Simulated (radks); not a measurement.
Valence configurations of Re2+ (all share [Xe]). Method: scalar-relativistic Kohn-Sham, PBE, spin-unpolarised, spherical densities, finite nucleus; Fermi nuclear charge, rms radius 5.3698 fm; computed with a radial shooting solver on a logarithmic mesh with Libxc functionals. Energies are relative to 4f14 5d5; eigenvalues in eV.

\begin{tabular}{lrrrrr}
valence & E (eV) & e(4f) & e(5d) & e(6p) & e(6s) \\ \hline
4f14 5d5 & 0.000 & -58.927 & -21.417 & - & - \\
4f14 5d4 6s1 & 1.833 & -62.211 & -23.605 & - & -21.289 \\
4f14 5d3 6s2 & 4.664 & -65.707 & -25.899 & - & -22.548 \\
4f14 5d3 6p2 & 19.771 & -68.663 & -28.344 & -16.525 & - \\
4f13.5 5d5.5 & 19.815 & -63.818 & -22.172 & - & - \\
4f13.5 5d5 6s0.5 & 20.881 & -65.476 & -23.287 & - & -20.909 \\
4f13 5d6 & 41.728 & -68.819 & -22.918 & - & - \\
4f13 5d5 6s1 & 44.673 & -72.278 & -25.250 & - & -21.768 \\
4f12 5d7 & 92.083 & -79.141 & -24.385 & - & - \\
4f12 5d5 6p2 & 117.48 & -89.544 & -31.975 & -17.062 & - \\
\end{tabular}

NIST lists [Xe] 4f14 5d5 as the ground configuration; this level of theory agrees among the configurations tried. The energies are those of spherical spin-averaged densities, not of single terms.
